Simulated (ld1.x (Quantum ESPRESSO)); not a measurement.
Which change was made? (Au, PAW)

ld1.x (Quantum ESPRESSO) 7.5 input, shortened:

```
&input
   title='Au', zed=79., rel=1, dft='PZ', iswitch=3,
   config='[Xe] 4f14 5d10 6s0.5 6p0.5'
 /
 &inputp
   pseudotype=3, lpaw=.true., tm=.true., lloc=-1, rcloc=2.25,
   nlcc=.true., new_core_ps=.true.,
   which_augfun='PSQ', rmatch_augfun_nc=.true.
 /
6
6S  1  0   0.50   0.00  1.95  2.25  0.0
6S  1  0   0.00   3.10  1.95  2.25  0.0
6P  2  1   0.50   0.00  2.00  2.70  0.0
6P  2  1   0.00   1.60  2.00  2.70  0.0
5D  3  2  10.00   0.00  2.15  2.45  0.0
5D  3  2   0.00  -0.10  2.15  2.45  0.0
 &test
   configts(1)='5d10 6s0.5 6p0.5'
 /
```

Cutoffs, loose and tight: the cutoffs (Ry, on a coarse ladder) from which the occupation-weighted sum of valence levels, in a spherical-Bessel basis at the reference potential, stays within 10 and 1 mRy of its value at 400 Ry. They do not see the model core or the augmentation charge, which bear on the density cutoff. Test errors are all-electron minus pseudo excitation energies from the reference, over the configurations 5d10 6s1 6p0; 5d10 6s0 6p0; 5d9 6s0 6p0; 5d7 6s0 6p0; 5d10 6s0.5 6p0; 5d9 6s1 6p0; 5d9 6s2 6p0 (two spin-polarised tests are not counted in the largest error); variants that change the core or the reference have their own tests.

The base gives: outcome: generated; cutoff, loose: 18 Ry; cutoff, tight: 30 Ry; bound ghosts: none; largest test error (meV): -757.

(1) After one change the result is: outcome: failed: new_paw_hamiltonian: negative rho. Which change was it?
A. waves 6p (bound): rcut 1.74, rcutus 1.84 bohr; 6p channel at 1.6 Ry: rcut 1.74, rcutus 1.84 bohr
B. local potential all-electron potential smoothed inside 1.58 bohr (lloc = -1)
C. core [Kr] 4d10 4f14, valence charge 19; reference 5s2 5p6 5d10 6s0 6p0; waves now 5s (bound): rcut 1.20, rcutus 1.45 bohr; 6s (bound): rcut 1.20, rcutus 1.45 bohr; 5p (bound): rcut 1.40, rcutus 1.85 bohr; 6p (bound): rcut 1.40, rcutus 1.85 bohr; 5d (bound): rcut 1.85, rcutus 2.45 bohr; 5d channel at -0.1 Ry: rcut 1.85, rcutus 2.45 bohr; local potential all-electron potential smoothed inside 1.65 bohr (lloc = -2)
D. type TM; waves now 6p (bound): rc 2.70 bohr; 5d (bound): rc 2.45 bohr; 6s (bound): rc 2.25 bohr; local potential the s channel
E. waves 5d (bound): rcut 1.92, rcutus 2.04 bohr; 5d channel at -0.1 Ry: rcut 1.92, rcutus 2.04 bohr

## Answers

(1) C. The others give: local potential all-electron potential smoothed inside 1.58 bohr (lloc = -1) → outcome: generated; cutoff, loose: 18 Ry; cutoff, tight: 30 Ry; bound ghosts: s, d, p; largest test error (meV): test run stopped at test 1 of 9 (negative rho) | type TM; waves now 6p (bound): rc 2.70 bohr; 5d (bound): rc 2.45 bohr; 6s (bound): rc 2.25 bohr; local potential the s channel → outcome: generated; cutoff, loose: 35 Ry; cutoff, tight: 55 Ry; bound ghosts: none; largest test error (meV): -837 | waves 6p (bound): rcut 1.74, rcutus 1.84 bohr; 6p channel at 1.6 Ry: rcut 1.74, rcutus 1.84 bohr → outcome: failed: run_pseudo: Errors in PS-KS equation | waves 5d (bound): rcut 1.92, rcutus 2.04 bohr; 5d channel at -0.1 Ry: rcut 1.92, rcutus 2.04 bohr → outcome: generated; cutoff, loose: 30 Ry; cutoff, tight: 45 Ry; bound ghosts: none; largest test error (meV): -603.
